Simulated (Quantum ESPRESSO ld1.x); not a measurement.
Cr+, configuration [Ar] 3d5. Calculated with ld1.x of Quantum ESPRESSO 7.5: scalar-relativistic Kohn-Sham, LDA (Slater exchange, VWN5 correlation), spin-polarised, spherical densities, point nucleus; open shells are filled with parallel spins first.

Normalised radial functions P(r) = r R(r), r in bohr:

r           3s up  3s down    3p up
0.003966   0.0973   0.0969   0.0025
0.004507   0.1089   0.1084   0.0032
0.005082   0.1208   0.1203   0.0040
0.005776   0.1346   0.1341   0.0051
0.006565   0.1497   0.1491   0.0065
0.007461   0.1660   0.1653   0.0083
0.00848    0.1835   0.1828   0.0105
0.009638   0.2021   0.2012   0.0134
0.01095    0.2215   0.2206   0.0169
0.01245    0.2417   0.2407   0.0214
0.01415    0.2621   0.2610   0.0269
0.01608    0.2823   0.2811   0.0339
0.01828    0.3016   0.3004   0.0425
0.02077    0.3192   0.3179   0.0531
0.02342    0.3332   0.3318   0.0652
0.02662    0.3443   0.3428   0.0809
0.03026    0.3498   0.3483   0.0998
0.03439    0.3482   0.3467   0.1225
0.03908    0.3375   0.3360   0.1494
0.04442    0.3157   0.3144   0.1808
0.05049    0.2811   0.2799   0.2169
0.05738    0.2319   0.2309   0.2578
0.06522    0.1671   0.1662   0.3030
0.07412    0.0862   0.0857   0.3517
0.08424   -0.0096  -0.0097   0.4023
0.09575   -0.1178  -0.1175   0.4523
0.1088    -0.2338  -0.2331   0.4986
0.1227    -0.3436  -0.3423   0.5347
0.1394    -0.4531  -0.4513   0.5606
0.1585    -0.5439  -0.5417   0.5677
0.1801    -0.6038  -0.6011   0.5497
0.2047    -0.6205  -0.6173   0.5009
0.2327    -0.5831  -0.5797   0.4166
0.2645    -0.4848  -0.4812   0.2946
0.3006    -0.3243  -0.3208   0.1358
0.3416    -0.1081  -0.1049  -0.0546
0.3883     0.1492   0.1517  -0.2664
0.4413     0.4251   0.4265  -0.4855
0.5015     0.6916   0.6917  -0.6940
0.57       0.9193   0.9181  -0.8731
0.6427     1.0743   1.0722  -0.9987
0.7305     1.1606   1.1582  -1.0756
0.8302     1.1601   1.1581  -1.0881
0.9436     1.0808   1.0798  -1.0393
1.072      0.9416   0.9419  -0.9396
1.219      0.7679   0.7694  -0.8048
1.385      0.5855   0.5880  -0.6528
1.575      0.4163   0.4193  -0.5004
1.79       0.2746   0.2779  -0.3613
2.034      0.1671   0.1702  -0.2444
2.312      0.0930   0.0956  -0.1540
2.627      0.0469   0.0488  -0.0896
2.962      0.0223   0.0236  -0.0498
3.367      0.0090   0.0097  -0.0241
3.826      0.0031   0.0035  -0.0105
4.349      0.0009   0.0011  -0.0040
4.943      0.0002   0.0003  -0.0013
5.618      0.0000   0.0001  -0.0004
6.385      0.0000   0.0000  -0.0001

3s up: eigenvalue -81.682 eV, 2 radial nodes at r = 0.0832, 0.361 bohr, <r> = 0.905 bohr, 90 % of the charge inside 1.36 bohr. 3s down: eigenvalue -77.372 eV, 2 radial nodes at r = 0.0832, 0.361 bohr, <r> = 0.907 bohr, 90 % of the charge inside 1.36 bohr. 3p up: eigenvalue -53.498 eV, 1 radial node at r = 0.330 bohr, <r> = 0.969 bohr, 90 % of the charge inside 1.50 bohr.
